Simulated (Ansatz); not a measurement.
Two structures of Si$_{2}$H$_{7}$OF, singlet, reached by relaxing down either side of one saddle point (PBE0-D4/def2-TZVP). Energies are electronic, without zero-point energy. Ansatz 0.2.0; basis: def2-TZVPP and def2-QZVPP; cores frozen in the correlated methods. Extrapolation: Hartree–Fock as exp(−7.88 √X), correlation as X^−2.97. First:

```tsv
atom	x (Å)	y (Å)	z (Å)
Si1	-0.0837	-1.1230	-0.7473
Si2	0.6381	1.1164	-0.6413
H3	-0.3866	-1.4701	-2.1574
H4	1.0437	-1.9761	-0.2731
O5	-1.4626	-1.3597	0.1126
H6	-0.0907	0.7567	1.9650
F7	-0.6575	0.1821	2.4310
H8	0.8490	1.5302	0.7918
H9	-0.3513	2.0748	-1.1991
H10	1.9533	1.3163	-1.3060
H11	-1.4519	-1.0476	1.0239
```

Second:

```json
{"atom": "Si1", "x (Å)": "-0.5225", "y (Å)": "-1.6699", "z (Å)": "0.1433"}
{"atom": "Si2", "x (Å)": "0.9925", "y (Å)": "2.1931", "z (Å)": "-0.3996"}
{"atom": "H3", "x (Å)": "-0.5477", "y (Å)": "-0.6298", "z (Å)": "-0.9021"}
{"atom": "H4", "x (Å)": "0.1871", "y (Å)": "-2.9044", "z (Å)": "-0.2658"}
{"atom": "O5", "x (Å)": "-2.0774", "y (Å)": "-1.9650", "z (Å)": "0.5296"}
{"atom": "H6", "x (Å)": "-0.0193", "y (Å)": "2.0220", "z (Å)": "0.6720"}
{"atom": "F7", "x (Å)": "0.2787", "y (Å)": "-1.0979", "z (Å)": "1.3995"}
{"atom": "H8", "x (Å)": "1.7104", "y (Å)": "3.4789", "z (Å)": "-0.2063"}
{"atom": "H9", "x (Å)": "0.3174", "y (Å)": "2.2031", "z (Å)": "-1.7225"}
{"atom": "H10", "x (Å)": "1.9651", "y (Å)": "1.0725", "z (Å)": "-0.3530"}
{"atom": "H11", "x (Å)": "-2.2843", "y (Å)": "-2.7027", "z (Å)": "1.1047"}
```

Q: Which bonds change from the first to the second?

A: Si₂H₆O ([OH][SiH2][SiH3]) + HF → SiH₃OF ([OH][SiH2][F]) + SiH₄; bonds formed: Si1–F7, Si2–H6; bonds broken: Si1–Si2, H6–F7.

Q: Give the saddle point's structure and its height above each. (Judge from chemistry; the value comes from the calculation.)

A: Computed: 35.69 kcal/mol above the first and 70.92 kcal/mol above the second (CCSD(T) at an estimated basis limit (MP2 extrapolated from triple and quadruple zeta, plus CCSD(T) − MP2 in triple zeta)).
| atom | x (Å) | y (Å) | z (Å) |
| --- | --- | --- | --- |
| Si1 | -0.1709 | -1.0072 | -0.1068 |
| Si2 | 0.6671 | 1.4028 | -0.4143 |
| H3 | -0.0915 | -0.8278 | -1.5903 |
| H4 | 0.9165 | -1.9336 | 0.2642 |
| O5 | -1.7375 | -1.4424 | 0.0429 |
| H6 | 0.1557 | 0.3741 | 0.9983 |
| F7 | -0.2001 | -0.4101 | 1.8204 |
| H8 | 1.0569 | 2.4809 | 0.5390 |
| H9 | -0.4000 | 1.8995 | -1.3151 |
| H10 | 1.8614 | 0.9720 | -1.1836 |
| H11 | -2.0575 | -1.5084 | 0.9452 |

T1 diagnostic: at most 0.014.

Labels in which every atom is bracketed show which atoms are joined, not bond orders.

For scale, one of the runs: CCSD(T)/def2-TZVPP, 244 basis functions, launched by `ansatz run in.yaml --threads 4 --pin off --events-out ev --progress --plain --max-ram 9574MiB`. Hardware: 4 CPU threads of an AMD EPYC 9R45, shared host. Wall time 32 s; peak host memory 4.7 GiB.
